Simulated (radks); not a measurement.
Ionisation of the iron ion Fe+, [Ar] 3d6 4s1, to [Ar] 3d6 as the strength of local exchange is varied. Calculated with a radial shooting solver on a logarithmic mesh with Libxc functionals: scalar-relativistic Kohn-Sham, Slater X-alpha exchange (alpha = 2/3 is LDA exchange), no correlation, spin-polarised, spherical densities, point nucleus; open shells are filled with parallel spins first.

| alpha | E(Fe+) (hartree) | exchange (hartree) | IE (eV) | -e of the level emptied (eV) | <r> of it (bohr) |
|---|---|---|---|---|---|
| 0.58 | -1261.26814 | -44.17948 | 15.682 | 11.904 (4s) | 2.722 |
| 0.655 | -1266.99787 | -50.12343 | 16.300 | 12.538 (4s) | 2.676 |
| 0.667 | -1267.91708 | -51.07932 | 16.400 | 12.641 (4s) | 2.668 |
| 0.68 | -1268.91366 | -52.11636 | 16.508 | 12.753 (4s) | 2.660 |
| 0.794 | -1277.68683 | -61.27739 | 17.467 | 13.751 (4s) | 2.594 |
| 0.955 | -1290.18049 | -74.41887 | 18.853 | 15.215 (4s) | 2.506 |
| 0.976 | -1291.81899 | -76.15045 | 19.036 | 15.410 (4s) | 2.495 |
| 0.997 | -1293.45954 | -77.88604 | 19.221 | 15.607 (4s) | 2.484 |

NIST Atomic Spectra Database: 16.199 eV (measured). The Delta-SCF value meets it near alpha = 0.64. Open shells are spherical and high-spin; term and fine-structure splittings are not resolved.
